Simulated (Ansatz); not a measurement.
Basis-set extrapolation for C$_{2}$H$_{7}$AlFN (PBE0-D4/def2-TZVP geometry, frozen core, Ansatz 0.2.0). Multiplicity 1, RHF reference.

|  | def2-TZVPP | def2-QZVPP |
| --- | --- | --- |
| HF | -475.801155 | -475.820170 |
| MP2 correlation | -0.885518 | -0.952631 |
| CCSD(T) correlation | -0.960272 | not run |

Energies in hartree. Use E(X) = E(∞) + A·exp(−7.88·√X) for Hartree–Fock and E(X) = E(∞) + B·X^(−2.97) for correlation, with X = 3 and 4, and add CCSD(T) minus MP2 of the smaller set to the MP2 limit.

Problem. What is the CCSD(T) energy at the basis-set limit?

Solution. HF limit: -475.820170 + (-0.019015) × 0.13774 = -475.82279. MP2 limit: -0.952631 + (-0.067113) × 0.74074 = -1.00234. Higher-order term: -0.960272 − (-0.885518) = -0.07475. Total: -476.89988 hartree, 363.5 kJ/mol below CCSD(T)/def2-TZVPP.
